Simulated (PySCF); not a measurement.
`N#C[C@@H]1[C@H](F)[C@H]1C(F)F`, C5H4F3N

Geometry (Å), atoms numbered from 1 in this order:
```xyz
13

N     3.188   -0.942    0.089
C     2.123   -0.650   -0.204
C     0.793   -0.293   -0.568
C     0.317    1.129   -0.408
F     1.167    2.061    0.077
C    -0.183    0.085    0.536
C    -1.612   -0.389    0.443
F    -2.068   -0.298   -0.830
F    -1.706   -1.695    0.786
H     0.406   -0.845   -1.417
H    -0.337    1.558   -1.158
H     0.206    0.102    1.547
H    -2.299    0.179    1.090
```

Method: PySCF, GIAO BHandHLYP/pcSseg-1 magnetisability, rotational g tensor and spin-rotation constants, non-relativistic, gas phase. Geometry: GFN2-xTB.

(1) Give the nuclear spin-rotation constants along the inertial axes (H = +C I·J) beside the isotropic shieldings.

## Answers

(1) Rotational constants 2.4973, 1.0963, 0.8675 GHz. A star marks the isotopologue with that one atom substituted, in its own axes.
```tsv
atom	isotope	Caa (kHz)	Cbb (kHz)	Ccc (kHz)	mean (kHz)	σ (ppm)
N1	14N	0.205	0.195	0.195	0.198	-41.0
F5	19F	0.677	0.360	0.211	0.416	422.5
F8	19F	2.890	0.371	0.731	1.331	335.2
F9	19F	3.170	0.919	0.434	1.508	319.8
H10	1H	-0.238	-0.115	-0.013	-0.122	30.1
H11	1H	-0.208	-0.030	-0.043	-0.093	27.2
H12	1H	-0.258	-0.128	0.008	-0.126	29.9
H13	1H	-0.131	-0.057	-0.019	-0.069	25.5
C2	13C*	0.342	0.364	0.372	0.359	64.3
C3	13C*	0.242	0.151	0.112	0.169	180.9
C4	13C*	0.401	0.321	0.181	0.301	114.7
C6	13C*	0.341	0.184	0.151	0.226	156.3
C7	13C*	0.722	0.292	0.254	0.423	72.5
```
For the geometry as given, no vibrational averaging.
